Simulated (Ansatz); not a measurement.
# What each rung costs, and what it gives

Saddle point of BN2H8Cl, closed shell (BH₂Cl ([BH2][Cl]) + NH₃ + NH₃ → BNH₄ ([BH2][NH2]) + HCl + NH₃; bonds formed: Cl2–H7, H5–N8; dative contacts that become bonds: B1–N6; bonds broken: B1–Cl2, H5–N6, H7–N8), PBE0-D4/def2-TZVP structure:

```tsv
atom	x (Å)	y (Å)	z (Å)
B1	-1.4743	-0.7941	-0.2487
Cl2	-0.4224	0.8770	-2.0270
H3	-1.4084	-1.6548	-1.0723
H4	-2.4111	-0.0602	-0.1630
H5	0.9471	0.2872	0.5529
N6	-0.5856	-0.8795	0.8822
H7	0.7869	1.0428	-0.9566
N8	1.5055	0.9613	-0.0016
H9	-0.0773	-1.7381	1.0290
H10	-0.8795	-0.4685	1.7552
H11	1.6036	1.8445	0.4837
H12	2.4153	0.5823	-0.2339
```

Barriers are electronic and count from the start structure reached by relaxing down the imaginary mode.

Computed with Ansatz 0.2.0 (basis: as named in each row); correlated methods freeze the cores. B3LYP uses VWN-RPA correlation. Extrapolation: Hartree–Fock as exp(−7.88 √X), correlation as X^−2.97.

Times are rough, for one single point on 4 threads of a shared host (Arm Neoverse V1).

The estimate by CCSD(T) at an estimated basis limit (MP2 extrapolated from triple and quadruple zeta, plus CCSD(T) − MP2 in triple zeta) is 102.8 kJ/mol.

```json
{"method": "HF", "basis": "STO-3G", "time (s)": "under 1", "barrier (kJ/mol)": "165.3", "method less estimate": "62.5"}
{"method": "PBE-D4", "basis": "STO-3G", "time (s)": "under 1", "barrier (kJ/mol)": "96.9", "method less estimate": "-6.0"}
{"method": "SPW92", "basis": "def2-SVP", "time (s)": "under 1", "barrier (kJ/mol)": "91.4", "method less estimate": "-11.5"}
{"method": "B3LYP-D4", "basis": "6-31G", "time (s)": "under 1", "barrier (kJ/mol)": "62.7", "method less estimate": "-40.1"}
{"method": "PBE-D4", "basis": "def2-SVP", "time (s)": "under 1", "barrier (kJ/mol)": "92.8", "method less estimate": "-10.1"}
{"method": "PBE0-D4", "basis": "def2-SVP", "time (s)": "under 1", "barrier (kJ/mol)": "103.6", "method less estimate": "0.8"}
{"method": "SPW92", "basis": "def2-TZVPP", "time (s)": "1", "barrier (kJ/mol)": "82.2", "method less estimate": "-20.6"}
{"method": "PBE-D4", "basis": "def2-TZVPP", "time (s)": "2", "barrier (kJ/mol)": "85.1", "method less estimate": "-17.7"}
{"method": "BLYP-D4", "basis": "def2-TZVPP", "time (s)": "2", "barrier (kJ/mol)": "77.1", "method less estimate": "-25.7"}
{"method": "B3LYP-D4", "basis": "def2-TZVPP", "time (s)": "2", "barrier (kJ/mol)": "86.1", "method less estimate": "-16.7"}
{"method": "BHLYP-D4", "basis": "def2-TZVPP", "time (s)": "2", "barrier (kJ/mol)": "96.5", "method less estimate": "-6.3"}
{"method": "PBE0-D4", "basis": "def2-TZVPP", "time (s)": "3", "barrier (kJ/mol)": "95.8", "method less estimate": "-7.1"}
{"method": "CAM-B3LYP-D4", "basis": "def2-TZVPP", "time (s)": "3", "barrier (kJ/mol)": "92.6", "method less estimate": "-10.3"}
{"method": "wB97M-V", "basis": "def2-SVP", "time (s)": "3", "barrier (kJ/mol)": "108.5", "method less estimate": "5.7"}
{"method": "r2SCAN-D4", "basis": "def2-TZVPP", "time (s)": "4", "barrier (kJ/mol)": "88.5", "method less estimate": "-14.4"}
{"method": "CCSD(T)", "basis": "def2-SVP", "time (s)": "4", "barrier (kJ/mol)": "124.4", "method less estimate": "21.5"}
{"method": "r2SCAN0-D4", "basis": "def2-TZVPP", "time (s)": "4", "barrier (kJ/mol)": "96.4", "method less estimate": "-6.4"}
{"method": "B2PLYP", "basis": "def2-TZVPP", "time (s)": "4", "barrier (kJ/mol)": "94.0", "method less estimate": "-8.8"}
{"method": "PBE-QIDH", "basis": "def2-TZVPP", "time (s)": "5", "barrier (kJ/mol)": "105.2", "method less estimate": "2.4"}
{"method": "RPA on PBE", "basis": "def2-TZVPP", "time (s)": "6", "barrier (kJ/mol)": "110.0", "method less estimate": "7.2"}
{"method": "wB97X-V", "basis": "def2-TZVPP", "time (s)": "6", "barrier (kJ/mol)": "102.0", "method less estimate": "-0.8"}
{"method": "wB97M-V", "basis": "def2-TZVPP", "time (s)": "8", "barrier (kJ/mol)": "99.8", "method less estimate": "-3.1"}
{"method": "B97M-V", "basis": "def2-TZVPP", "time (s)": "8", "barrier (kJ/mol)": "99.5", "method less estimate": "-3.3"}
{"method": "MP2", "basis": "def2-QZVPP", "time (s)": "20", "barrier (kJ/mol)": "103.3", "method less estimate": "0.4"}
{"method": "CCSD(T)", "basis": "def2-TZVPP", "time (s)": "120", "barrier (kJ/mol)": "107.5", "method less estimate": "4.6"}
```

All methods are single points on the PBE0-D4 structures.

The T1 diagnostic stays at or below 0.011.

The step is the kind of exchange with an N–H group that builds nitride films in atomic layer and chemical vapour deposition.

Labels in which every atom is bracketed show which atoms are joined, not bond orders.
